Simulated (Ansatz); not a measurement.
Breaking the Al1–I4 bond in AlH2I (SMILES [AlH2][I]) (multiplicity 1 held, fragments rigid). Energies count from the point at 2.485 Å.
Geometry at that point (charge 0, multiplicity 1):
```xyz
4

Al    -1.02949    -1.59301     0.26750
H     -0.51933    -2.62382     1.33719
H     -2.32698    -1.78051    -0.59761
I      0.30622     0.47384    -0.07957
```

R- and RO- levels are restricted; in cc, def2 and unpolarised 6-31G sets they are followed outwards from rest. U- levels take the lowest unrestricted solution at each point, which mixes spins at long bonds. Active spaces are followed from a long bond inwards. Levels need not reach the same state.

Correlated levels freeze the cores. Filled d and f shells under p-block atoms count as core.

Run with Ansatz (Gaussian orbitals). Values without a source in brackets are computed. In def2 rows elements past Kr take small-core potentials, without spin–orbit coupling.

Problem. Estimate the energy at R = 7.953 Å that R-HF/def2-SVP returns for this input.

Solution. 6.00 eV

Problem. Estimate the energy at R = 7.953 Å that U-CCSD/def2-SVP returns for this input.

Solution. 3.66 eV

Problem. What is the computed energy at R = 7.953 Å (FIC-MRCISD+Q on CASSCF(6,4)/def2-SVP)?

Solution. 3.71 eV

Doubts at one or more of the structures used: a restricted determinant that unrestricted orbitals would lower (R-HF/def2-SVP); a spin-contaminated determinant (U-CCSD/def2-SVP); active orbitals that take no part (FIC-MRCISD+Q on CASSCF(6,4)/def2-SVP).

Ansatz is a program for electronic structure.
